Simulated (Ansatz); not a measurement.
C2H6Cl2Si (`C[Si](C)(Cl)Cl`) from Hartree–Fock to CCSD(T)

Cartesian coordinates in Å:
```
C -0.496 -0.393 -1.472
Si 0.006 -0.541 0.303
C 0.489 1.058 1.099
Cl -1.559 -1.355 1.363
Cl 1.593 -1.845 0.430
H 0.327 0.012 -2.066
H -0.767 -1.370 -1.876
H -1.358 0.273 -1.568
H 1.339 1.501 0.574
H 0.772 0.897 2.141
H -0.345 1.763 1.072
```

Total charge 0; spin multiplicity 1. The geometry is a stationary point of PBE0-D4/def2-TZVP. Frozen core, restricted reference, Ansatz. CBS rows extrapolate triple and quadruple zeta; past MP2 they add the triple-zeta difference.

| basis | HF (Eh) | MP2 corr. | CCSD corr. | (T) | CCSD(T) total |
| --- | --- | --- | --- | --- | --- |
| def2-SVP | -1286.86233 | -0.64888 | -0.71019 | -0.01787 | -1287.59039 |
| def2-TZVPP | -1287.37329 | -0.85373 | -0.91678 | -0.03775 | -1288.32782 |
| def2-QZVPP | -1287.41154 | -0.92558 | – | – | – |
| CBS(def2) | -1287.41681 | -0.97880 | -1.04186 | as TZ | -1288.49642 |
